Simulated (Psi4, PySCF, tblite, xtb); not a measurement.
Two rigid molecules brought together: HBr ··· CH4 (SMILES Br and C). Monomers: optimised at B3LYP-D3(BJ) (def2-TZVP), held rigid. Orientation: lowest of the rigid-body minima from ten starts at GFN2-xTB. Only R, the distance of the centres of mass, is varied, so the lowest point isn't the relaxed dimer.

Geometry at R = 3.90 Å (first 2 atoms: monomer A):
```
7

Br     0.7124     0.0000     0.0000
H     -0.7124     0.0000     0.0000
C     -3.2004    -0.0078     0.0443
H     -4.2894    -0.0110     0.0594
H     -2.8275    -0.8895     0.5638
H     -2.8516    -0.0197    -0.9874
H     -2.8331     0.8890     0.5414
```

RHF/6-31G* = restricted Hartree-Fock/6-31G*, spherical d, no counterpoise correction run with PySCF; GFN2-xTB (tblite); RKS-LDA (SVWN5)/6-31G* = PySCF 2.14.0 with restricted LDA (SVWN5)/6-31G*, spherical d, no counterpoise correction; GFN1-xTB (xtb); PBE-D3(BJ)/def2-TZVP, counterpoise-corrected (Psi4).

Interaction energies in kJ/mol (negative: bound); R is the distance of the centres of mass, d the H2···H6 distance.

| R / Å | d / Å | RHF/6-31G* | GFN2-xTB | RKS-LDA (SVWN5)/6-31G* | GFN1-xTB | PBE-D3(BJ)/def2-TZVP |
|---|---|---|---|---|---|---|
| 3.28 | 1.82 | 40.62 | 12.22 | -3.20 | 25.51 | 12.95 |
| 3.49 | 1.99 | 18.58 | -0.69 | -11.31 | 9.69 | 0.90 |
| 3.72 | 2.19 | 7.03 | -5.53 | -12.50 | 1.98 | -4.19 |
| 3.90 | 2.36 | 2.80 | -6.26 | -11.12 | -0.53 | -5.34 |
| 4.09 | 2.53 | 0.67 | -5.87 | -9.01 | -1.57 | -5.36 |
| 4.31 | 2.73 | -0.32 | -4.95 | -6.62 | -1.82 | -4.75 |
| 4.59 | 2.99 | -0.64 | -3.76 | -4.23 | -1.60 | -3.72 |
| 4.93 | 3.32 | -0.61 | -2.63 | -2.34 | -1.19 | -2.58 |
| 5.41 | 3.78 | -0.41 | -1.59 | -0.97 | -0.73 | -1.42 |
| 6.12 | 4.46 | -0.19 | -0.78 | -0.28 | -0.35 | -0.58 |
| 7.11 | 5.43 | -0.07 | -0.33 | -0.10 | -0.13 | -0.20 |
| 8.41 | 6.71 | -0.03 | -0.14 | -0.04 | -0.04 | -0.07 |

Lowest grid point: RHF/6-31G* -0.64 kJ/mol at R = 4.59 Å; GFN2-xTB -6.26 kJ/mol at R = 3.90 Å; RKS-LDA (SVWN5)/6-31G* -12.50 kJ/mol at R = 3.72 Å; GFN1-xTB -1.82 kJ/mol at R = 4.31 Å; PBE-D3(BJ)/def2-TZVP -5.36 kJ/mol at R = 4.09 Å.
